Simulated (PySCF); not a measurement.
SMILES [NH2][Cd][O][SiH3], singlet (PBE0/def2-SVP optimised geometry):

```
9

Cd     1.067     0.721     0.000
N      3.064     0.721     0.000
H      3.447     0.239    -0.813
H      3.446     0.242     0.815
O     -0.882     0.961     0.000
Si    -2.202    -0.013     0.012
H     -2.297    -0.863    -1.224
H     -3.447     0.813     0.094
H     -2.204    -0.961     1.179
```

Computed with PySCF with PBE0/def2-TZVP, def2 effective core potentials past Kr.

**Question.** What are the frontier orbital energies and the dipole moment?

**Answer.** HOMO-2 -8.20 eV, HOMO-1 -7.95 eV, HOMO -7.33 eV, LUMO -1.33 eV, LUMO+1 -0.24 eV; dipole moment 2.62 D.

On the same geometry PBE/def2-TZVP, def2 effective core potentials past Kr run with PySCF gives HOMO-2 -6.84 eV, HOMO-1 -6.52 eV, HOMO -6.02 eV, LUMO -2.20 eV, LUMO+1 -0.95 eV; dipole moment 2.64 D.
